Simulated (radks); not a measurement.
Ionisation of the thulium ion Tm+, [Xe] 4f13 6s1, to [Xe] 4f13 as the strength of local exchange is varied. All-electron calculation, Dirac Kohn-Sham, Slater X-alpha exchange (alpha = 2/3 is LDA exchange), no correlation, spin-unpolarised, spherical densities, point nucleus; open shells fill j = l - 1/2 first. Program: a radial shooting solver on a logarithmic mesh with Libxc functionals.

| alpha | E(Tm+) (hartree) | exchange (hartree) | IE (eV) | -e of the level emptied (eV) | <r> of it (bohr) |
|---|---|---|---|---|---|
| 0.593 | -13536.5649 | -240.5645 | 11.057 | 8.167 (6s1/2) | 3.672 |
| 0.616 | -13545.8990 | -250.0896 | 11.168 | 8.280 (6s1/2) | 3.654 |
| 0.65 | -13559.7106 | -264.1961 | 11.335 | 8.449 (6s1/2) | 3.628 |
| 0.667 | -13566.6223 | -271.2610 | 11.419 | 8.535 (6s1/2) | 3.615 |
| 0.756 | -13602.8716 | -308.3733 | 11.870 | 8.997 (6s1/2) | 3.548 |
| 0.983 | -13695.8139 | -403.9821 | 13.088 | 10.259 (6s1/2) | 3.384 |

NIST Atomic Spectra Database: 12.07 eV (semi-empirical). The Delta-SCF value meets it near alpha = 0.79. Spin polarisation and multiplet splitting are left out, so open shells lie too high by an amount that depends on their filling.

Beside tabulated values, note that spin-unpolarised runs miss the spin-polarisation part of the exchange energy of open shells.
